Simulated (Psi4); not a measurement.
C4H10O2, charge -1, doublet, at the geometry of the source list (a state made from the parent by changing its charge; the spin is typed, not shown lowest) (a gas-phase anion, which may not be bound at this level). Base run: Psi4 with HF/STO-3G.

Psi4 was given this input:
```
memory 2 GB

molecule {
-1 2
C     2.71370000    0.69860000   -0.02800000
O     1.44120000    0.34540000    0.44290000
C     0.72900000   -0.46100000   -0.46200000
C    -0.67420000   -0.70520000    0.07440000
O    -1.47700000    0.41840000   -0.18900000
C    -2.76110000    0.31140000    0.36370000
H     3.33360000   -0.19090000   -0.20480000
H     3.17080000    1.31310000    0.74430000
H     2.65050000    1.27010000   -0.96250000
H     1.24560000   -1.42710000   -0.59160000
H     0.65550000    0.03230000   -1.44200000
H    -1.10360000   -1.59660000   -0.41340000
H    -0.61520000   -0.89110000    1.15660000
H    -3.29860000   -0.55590000   -0.04340000
H    -2.72020000    0.21420000    1.45580000
H    -3.28990000    1.22420000    0.09910000
}

set {
  basis sto-3g
  reference uhf
  stability_analysis check
  scf_type pk
}

energy('scf')
print_variables()
```

The bond that is stretched is that between atoms 9 and 1. A test that says stable can miss a lower solution.

The base run was repeated with changes; each row names its change, and settings that it needs were set with it.

```tsv
change	ΔE vs base (eV)	<S^2>
base	0.00	0.760
stability_analysis = follow; reference = uhf	-0.38	0.768
bond × 1.25	-1.23	0.755
stability_analysis = follow; reference = uhf; bond × 1.25	-1.23	0.755
bond × 1.5	-3.02	0.752
stability_analysis = follow; reference = uhf; bond × 1.5	-3.02	0.752
bond × 1.8	-3.48	0.751
stability_analysis = follow; reference = uhf; bond × 1.8	-3.48	0.751
bond × 2.2	-3.22	0.750
stability_analysis = follow; reference = uhf; bond × 2.2	-3.22	0.750
bond × 3.0	-0.66	0.755
stability_analysis = follow; reference = uhf; bond × 3.0	-2.89	0.750
```

Psi4 reported an instability in these rows: base; stability_analysis = follow; reference = uhf; bond × 3.0; stability_analysis = follow; reference = uhf; bond × 3.0 (restricted rows aren't judged here).

A gas-phase anion may not be bound at this level; its values then depend on the basis.

On stretching, the SCF can end on different states; <S^2> shows the spin contamination of each.
